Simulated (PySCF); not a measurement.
C5H3Br, SMILES BrC(C#C)=C=C.

Coordinates come from a PBE0-D3(BJ)/def2-SVP optimisation. This is a generated structure with no PubChem entry under its InChIKey; it may be hypothetical.

All values below come from PySCF with ωB97X/def2-TZVP.

Gas-phase values at a fixed geometry.

```
Property                                                                                                         Value
---------------------------------------------------------------------------------------------  -----------------------
total energy                                                                                       -2766.38712 hartree
point group                                                                                                         Cs
highest occupied level                                                                                        -9.28 eV
lowest empty level                                                                                             0.61 eV
orbital gap                                                                                                    9.89 eV
dipole moment                                                                                                   1.80 D
quadrupole, principal values (traceless, Buckingham form, about the centre of nuclear charge)   -6.84, -1.48, 8.32 D·Å
mean static polarisability                                                                       82.3 bohr³ (12.19 Å³)
polarisability, principal values                                                               46.4, 82.9, 117.6 bohr³
```
